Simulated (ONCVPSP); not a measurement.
**An all-electron radial function and its pseudo partner (Be)**

Columns: radius, all-electron u(r) and pseudo u(r) of the 1s shell (level -106.21 eV) of beryllium in the configuration 1s2 2s2; PBE, scalar-relativistic, ONCV scheme, ONCVPSP 4.0.1.

| r (bohr) | all-electron | pseudo |
| --- | --- | --- |
| 0.035 | 0.4460 | 0.2843 |
| 0.070 | 0.7774 | 0.5560 |
| 0.105 | 1.0151 | 0.8031 |
| 0.140 | 1.1802 | 1.0164 |
| 0.175 | 1.2887 | 1.1895 |
| 0.210 | 1.3522 | 1.3181 |
| 0.245 | 1.3811 | 1.4023 |
| 0.280 | 1.3837 | 1.4449 |
| 0.315 | 1.3664 | 1.4510 |
| 0.350 | 1.3340 | 1.4266 |
| 0.385 | 1.2906 | 1.3788 |
| 0.420 | 1.2395 | 1.3154 |
| 0.455 | 1.1832 | 1.2425 |
| 0.490 | 1.1238 | 1.1659 |
| 0.525 | 1.0627 | 1.0894 |
| 0.560 | 1.0013 | 1.0159 |
| 0.595 | 0.9403 | 0.9469 |
| 0.630 | 0.8807 | 0.8827 |
| 0.665 | 0.8228 | 0.8230 |
| 0.700 | 0.7671 | 0.7670 |
| 0.735 | 0.7137 | 0.7137 |
| 0.770 | 0.6629 | 0.6629 |
| 0.805 | 0.6148 | 0.6148 |
| 0.840 | 0.5694 | 0.5693 |
| 0.875 | 0.5265 | 0.5265 |
| 0.910 | 0.4863 | 0.4863 |

Q: How many radial nodes do the two functions have?

A: The all-electron 1s function has n − l − 1 = 0; the pseudo-wave has 0.

Q: At about which radius was the pseudo-wave matched?

A: 0.70 bohr, where the columns begin to agree (steps of 0.04 bohr).

Q: Is the pseudo-wave norm-conserving?

A: Yes: the ONCV scheme keeps the norm inside the radius equal to the all-electron one, which fixes the energy derivative of the logarithmic derivative at the level.
